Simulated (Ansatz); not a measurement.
Ansatz results at the PBE0-D4/def2-TZVP geometry: HOMO–LUMO gap (PBE/def2-TZVPP) 3.74 eV; size of the dipole moment (ωB97M-V/def2-TZVPP) 1.97 D; HOMO energy (ωB97M-V/def2-TZVPP) -9.21 eV.

Each molecule was computed in one conformer, which needn't be the lowest.

(1) Which molecule gave them?
A. `NC1NCB1F`
B. `[SiH3][O][GeH2][SH]`
C. `N=CC(N)BF`
D. `FC1N=C[SiH2]O1`

## Answers

(1) A. The others give `FC1N=C[SiH2]O1`: 3.89, 2.99, -10.24; `N=CC(N)BF`: 3.45, 2.32, -9.57; `[SiH3][O][GeH2][SH]`: 5.49, 1.12, -10.00.
